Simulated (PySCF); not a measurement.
# From orbital energies to excitation energies

Compound: C5H5F3S.
Bonds: F1–C2, C2–F3, C2–C4 (double), C4–F5, C4–C6, C6–C7, C7–S8, S8–C9, C6–C9. Hydrogens: H10 on C6; H11, H12 on C7; H13, H14 on C9.

Level of theory: TDDFT PBE0/def2-SVPD, vertical, gas phase, core orbitals frozen in the response in PySCF 2.14.0, density-fitted response routines. One conformer (not necessarily the lowest) at the GFN2-xTB geometry, without solvent, vibrations or thermal averaging. Torsions of this conformer, `[F:1][C:2]([F:3])=[C:4]([F:5])[CH:6]1[CH2:7][S:8][CH2:9]1`: C2–C4–C6–C7 125°.

Orbital energies (eV): HOMO-3 -9.97, HOMO-2 -8.99, HOMO-1 -7.65, HOMO -6.64, LUMO -0.60, LUMO+1 0.21, LUMO+2 0.68.

Among the lowest singlets, which states do these configurations lead, and at what energies: HOMO→LUMO, HOMO-1→LUMO, HOMO→LUMO+1, HOMO→LUMO+2?

```json
{"state": "S1", "leading configuration": "HOMO→LUMO", "weight": "0.94", "Δε (eV)": "6.04", "E (eV)": "4.46", "E − Δε (eV)": "-1.58", "f": "0.0001", "other configurations": "–"}
{"state": "S2", "leading configuration": "HOMO→LUMO+1", "weight": "0.76", "Δε (eV)": "6.85", "E (eV)": "5.87", "E − Δε (eV)": "-0.98", "f": "0.0037", "other configurations": "H→L+2 (19%)"}
{"state": "S3", "leading configuration": "HOMO→LUMO+2", "weight": "0.80", "Δε (eV)": "7.32", "E (eV)": "5.98", "E − Δε (eV)": "-1.34", "f": "0.026", "other configurations": "H→L+1 (19%)"}
{"state": "S5", "leading configuration": "HOMO-1→LUMO", "weight": "0.94", "Δε (eV)": "7.05", "E (eV)": "6.38", "E − Δε (eV)": "-0.67", "f": "0.200", "other configurations": "–"}
```

E − Δε runs from -1.58 to -0.67 eV. By orbital difference alone the order would be S1, S2, S5, S3. Δε is the difference of the two orbital energies.

H and L stand for HOMO and LUMO. The other states: S4 6.33 eV, f 0.0001, H→L+3 (95%); S6 6.49 eV, f 0.022, H→L+4 (93%).

Which computed triplets share their leading configuration (75% or more) with a singlet, and how far apart are the partners?

```
configuration  triplet  E(T) (eV)  singlet  E(S) (eV)  E(S) − E(T) (eV)
    HOMO→LUMO       T1       3.99       S1       4.46             +0.47
```

The 2 triplets are Tamm–Dancoff values, the singlets full response.

Summed over the main configurations (up to three a state, each over 8%) of all 6 singlets, the electron leaves HOMO with weight 4.76 and HOMO-1 with weight 0.94.
